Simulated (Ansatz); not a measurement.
Pulling on the Cd1–H2 bond in CH4Cd (SMILES [CH3][CdH]) (multiplicity 1 held, fragments rigid). Energies count from the point at 1.682 Å.
Geometry at that point (charge 0, multiplicity 1):
```xyz
6

Cd    -0.2807    -0.1510    -0.0414
H     -1.7499    -0.9416    -0.2582
C      1.5814     0.8509     0.2333
H      2.0312     0.5593     1.1828
H      1.4329     1.9311     0.2353
H      2.2707     0.5954    -0.5719
```

Unrestricted levels (U-) break spin symmetry where that is lower. Active spaces are followed from a long bond inwards. Levels need not reach the same state.

Frozen-core correlation.

Run with Ansatz (an electronic-structure program) with Gaussian orbitals. Values without a source in brackets are computed. In def2 rows elements past Kr take small-core potentials, without spin–orbit coupling.

**Question.** Predict the energy at R = 5.384 Å from U-CCSD(T)/def2-SVP.

**Answer.** 293 kJ/mol

Doubts at one or more of the structures used: a spin-contaminated determinant (U-CCSD(T)/def2-SVP).
